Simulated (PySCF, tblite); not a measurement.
C5H10O2SSi2.
Numbering: `[OH:1][SiH2:2][S:3][CH2:4][SiH2:5][c:6]1[cH:7][cH:8][cH:9][o:10]1` (hydrogens: H11 on O1; H12, H13 on Si2; H14, H15 on C4; H16, H17 on Si5; H18 on C7; H19 on C8; H20 on C9)

Geometry (GFN2-xTB, Å), atoms numbered from 1 in this order:
```xyz
20
C5H10O2SSi2 angstrom
O     -2.0749    1.2313   -3.1344
Si    -1.4562    0.7353   -1.7244
S     -1.8890   -1.3600   -1.5533
C     -1.5320   -1.7087    0.2085
Si     0.3227   -1.9746    0.5540
C      1.1210   -0.2804    0.5352
C      2.3487    0.1843    0.1471
C      2.3500    1.5782    0.3734
C      1.1223    1.8691    0.8850
O      0.3771    0.7619    0.9874
H     -2.8524    0.8299   -3.5138
H     -0.0375    1.0006   -1.8683
H     -2.1051    1.3894   -0.5941
H     -1.9477   -0.8921    0.7948
H     -2.1011   -2.6085    0.4316
H      0.4442   -2.5839    1.8852
H      0.9316   -2.8133   -0.4766
H      3.1478   -0.4069   -0.2511
H      3.1473    2.2666    0.1804
H      0.6781    2.7925    1.2013
```

Theory: PBE0/pcSseg-1 in PySCF (dipole) on a GFN2-xTB geometry, gas phase.

Masses are those of the commonest isotopes; rigid-rotor values at the optimised geometry. The values belong to one conformer with, in the numbering `[OH:1][SiH2:2][S:3][CH2:4][SiH2:5][c:6]1[cH:7][cH:8][cH:9][o:10]1`, H–O1–Si2–S3 31°, O1–Si2–S3–C4 -166°, Si2–S3–C4–Si5 -81°, S3–C4–Si5–C6 76°, C4–Si5–C6–C7 -146°.

(1) Give the principal moments of inertia and the rotational constants in GHz.

(2) What kind of rotor is it?

(3) What does the inertial defect say?

(4) Give the other two planar moments, Paa and Pbb, and the rms extents of the mass along the axes.

(5) Where do the levels up to J = 2 lie, in MHz?

(6) Predict some low-J microwave lines.

Answers

(1) Ia = 453.59, Ib = 771.61, Ic = 1092.42 u·Å²; 505379 MHz·u·Å²/I gives 1114, 655.0 and 462.6 MHz, that is A = 1.1142, B = 0.6550, C = 0.4626 GHz.

(2) An asymmetric top: κ = (2 × 655.0 − 1114 − 462.6)/(1114 − 462.6) = -0.41.

(3) Not planar: Δ = Ic − Ia − Ib = -132.78 u·Å². For a rigid frame Δ = −2 Σ m c², so Σ m c² = 66.39 u·Å² lies off the ab plane: 17.03 from hydrogen and 49.36 from heavier atoms. The atom farthest from that plane is 2.01 Å away.

(4) Paa = Σ m a² = (Ib + Ic − Ia)/2 = 705.22 and Pbb = Σ m b² = (Ia + Ic − Ib)/2 = 387.20 u·Å². With the mass M = 189.99 u, the rms extents √(P/M) along a, b and c are 1.93, 1.43, 0.59 Å.

(5) Above 0(0,0):
J = 1: 1(0,1) 1118, 1(1,1) 1577, 1(1,0) 1769
J = 2: 2(0,2) 3304, 2(1,2) 3620, 2(1,1) 4197, 2(2,1) 5574, 2(2,0) 5623
Those of J = 1 are B + C, A + C and A + B.

(6) The dipole components are |μa| = 1.10 D, |μb| = 0.04 D, |μc| = 0.74 D. Intensities carry the squares of the components, which stand as 1.00 : 0.00 : 0.45 (a : b : c). Some lines, for components of 0.1 D or more:

| type | branch | J(Ka,Kc) | MHz | lower level (cm⁻¹) |
| --- | --- | --- | --- | --- |
| c | Q | 2(1,2) ← 2(0,2) | 316 | 0.110 |
| c | Q | 1(1,1) ← 1(0,1) | 459 | 0.037 |
| a | Q | 2(1,1) ← 2(1,2) | 577 | 0.121 |
| a | R | 1(0,1) ← 0(0,0) | 1118 | 0.000 |
| c | Q | 3(2,2) ← 3(1,2) | 1125 | 0.260 |
| a | Q | 3(1,2) ← 3(1,3) | 1146 | 0.222 |
| c | Q | 2(2,1) ← 2(1,1) | 1378 | 0.140 |
| c | R | 1(1,0) ← 0(0,0) | 1769 | 0.000 |
| a | R | 2(1,2) ← 1(1,1) | 2043 | 0.053 |
| a | R | 2(0,2) ← 1(0,1) | 2186 | 0.037 |
| c | Q | 3(3,1) ← 3(2,1) | 2578 | 0.305 |
| a | R | 3(1,3) ← 2(1,2) | 3037 | 0.121 |
| c | R | 2(1,1) ← 1(0,1) | 3079 | 0.037 |
| a | R | 3(0,3) ← 2(0,2) | 3175 | 0.110 |
| a | R | 3(2,2) ← 2(2,1) | 3353 | 0.186 |
| a | R | 3(2,1) ← 2(2,0) | 3531 | 0.188 |
| a | R | 3(1,2) ← 2(1,1) | 3606 | 0.140 |
| c | R | 2(2,0) ← 1(1,0) | 3854 | 0.059 |
| c | R | 3(1,2) ← 2(0,2) | 4499 | 0.110 |
| c | R | 3(2,1) ← 2(1,1) | 4957 | 0.140 |
| c | R | 3(2,2) ← 2(1,2) | 5307 | 0.121 |
| c | R | 3(3,0) ← 2(2,0) | 6116 | 0.188 |
| c | R | 3(3,1) ← 2(2,1) | 6157 | 0.186 |

Its GFN2-xTB frequencies are all real (lowest 29 cm⁻¹). Constants of a rigid frame at the computed geometry: no zero-point averaging, no centrifugal distortion.
